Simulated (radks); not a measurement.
Q: Radial electron density D(r) = 4 pi r^2 rho(r) of an atom or ion with 3 electrons. All-electron calculation, scalar-relativistic Kohn-Sham, PBE, spin-unpolarised, spherical densities, point nucleus. Program: a radial shooting solver on a logarithmic mesh with Libxc functionals.

r (bohr)  D(r) (e/bohr)
0.009901          2.030
0.01107           2.448
0.01239           2.940
0.01374           3.471
0.01537           4.130
0.0172            4.885
0.01908           5.676
0.02134           6.626
0.02368           7.595
0.02649           8.722
0.02963           9.917
0.03287           11.06
0.03677           12.30
0.04113           13.48
0.04563           14.48
0.05104           15.38
0.05709           16.03
0.06335           16.34
0.07085           16.30
0.07862           15.88
0.08794           15.01
0.09836           13.73
0.1091            12.23
0.1221            10.40
0.1365            8.498
0.1515            6.801
0.1695            5.196
0.188             4.015
0.2103            3.135
0.2352            2.654
0.261             2.502
0.292             2.539
0.3266            2.644
0.3624            2.685
0.4053            2.585
0.4533            2.309
0.503             1.924
0.5626            1.443
0.6243            1.008
0.6983           0.6148
0.781            0.3315
0.8667           0.1653
0.9694          0.06761
1.084           0.02340
1.203          0.007410
1.346          0.001764
1.505         0.0003351

What is the nuclear charge?

A: Z = 15. The innermost maximum, from 1s, lies near gamma/Z bohr with gamma = sqrt(1 - (Z/c)^2) = 0.994, here 0.0663 bohr (found: 0.0665), and its height grows with Z. The density is that of the phosphorus ion P12+ in [He] 2s1; the configuration itself is not fixed sharply by these data, and Z only to about a unit. D(r) has 2 maxima, at r = 0.0665, 0.359 bohr, and minima at 0.267 bohr, inside which lie 2.10 electrons.
